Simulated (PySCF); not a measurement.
F2HOS, SMILES [OH+]=S(F)F, charge +1. Atoms are numbered in the order given.

```xyz
5

O      1.4165     0.1661     0.0000
S      0.0097    -0.4638     0.0000
F     -0.7235     0.2745    -1.1688
F     -0.7235     0.2745     1.1688
H      1.5349     1.1501     0.0000
```
Charge +1, spin multiplicity 1.

Geometry: B3LYP-D3(BJ)/def2-SVP. The isomer is the one that the SMILES or the coordinates give; other isomers of the formula were not compared.

All values below come from PBE0/pcSseg-2 in PySCF.

GIAO shieldings, no solvent; atoms alike by connectivity are averaged. δ = σ(ref) − σ: ¹⁷O against H2O (σ = 327.8 ppm); ³³S against H2S (σ = 711.3 ppm); ¹⁹F against CFCl3 (σ = 165.8 ppm); ¹H against TMS (σ = 31.54 ppm), references at their B3LYP-D3(BJ)/def2-TZVP geometries, non-relativistic.

```csv
atoms,nucleus,count,δ (ppm)
O1,¹⁷O,1,…
S2,³³S,1,793.7
"F3, F4",¹⁹F,2,…
H5,¹H,1,9.28
```

Q: Complete the blanks. (The exact figures need the calculation; the answer reports its results.)

A: 
- O1, δ (ppm): 204.9
- F3, F4, δ (ppm): 64.6
